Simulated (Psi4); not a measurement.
C2F4, singlet, geometry from GFN2-xTB. Base run: TPSS/STO-3G in Psi4 1.11.

Geometry (Å):
```xyz
6

C     -0.0011     0.0025     0.6644
C      0.0011    -0.0025    -0.6644
F      0.0027     1.1012     1.3966
F     -0.0072    -1.0907     1.4047
F      0.0072     1.0907    -1.4047
F     -0.0027    -1.1012    -1.3966
```
Charge 0, spin multiplicity 1.
All else is at Psi4's defaults (density fitting).
Base energy -468.87149 Eh.

The base run was repeated with changes; each row names its change, and settings that it needs were set with it.

| change | ΔE vs base (mEh) | SCF cycles | grid points | basis functions | outcome |
|---|---|---|---|---|---|
| base | 0.000 | 5 | 126580 | 30 | converged |
| soscf = true | - | - | - | 30 | stopped with an error |
| scf_type = pk | 2.347 | 5 | 126580 | 30 | converged |
| guess = modhuckel | 0.000 | 7 | 126580 | 30 | converged |
| puream = false | 0.255 | 5 | 126580 | 30 | converged |
| cholesky_tolerance = 1e-6 (with scf_type cd) | 2.346 | 5 | 126580 | 30 | converged |
| e_convergence = 1e-8 | 0.000 | 6 | 126580 | 30 | converged |
| df_basis_scf = cc-pvqz-jkfit | 1.779 | 5 | 126580 | 30 | converged |
| dft_radial_scheme = multiexp | 0.001 | 5 | 135080 | 30 | converged |
| scf_initial_accelerator = ediis | 0.000 | 5 | 126580 | 30 | converged |
| e_convergence = 1e-4 | 0.000 | 5 | 126580 | 30 | converged |
| dft_spherical_points = 434 | 0.173 | 5 | 182016 | 30 | converged |
| dft_nuclear_scheme = stratmann | 0.178 | 5 | 118374 | 30 | converged |

- soscf = true: ended with `Fatal Error: Vx: RKS does not support rotated V builds for MGGA's`
